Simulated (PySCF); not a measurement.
Excitation energy of Ta by level of theory

Ta [Xe] 4f14 5d3 6s2 (4F) → Ta [Xe] 4f14 5d3 6s1 7s1 (6F), as a difference of total energies. Computed with PySCF 2.14 in aug-cc-pVTZ-PP with one added diffuse shell each of s, p, d, f, g type with ECP60MDF (7s7p6d4f3g, 113 functions), with scalar relativity through the core potential. Correlated levels: valence: 5s2 5p6 frozen. The calculations carry no spin-orbit coupling.

| method | excitation energy (cm⁻¹) |
| --- | --- |
| UHF | 28080 |
| LDA | 40642 |
| PBE | 37493 |
| PBE0 | 36407 |
| r2SCAN | 35256 |
| B2PLYP | 39780 |
| TPSS | 37095 |
| MP2 (valence) | 37108 |
| SCS-MP2 (valence) | 39573 |

The promoted electron is Rydberg-like, and one or two diffuse shells describe it only roughly, which tends to raise the upper state.
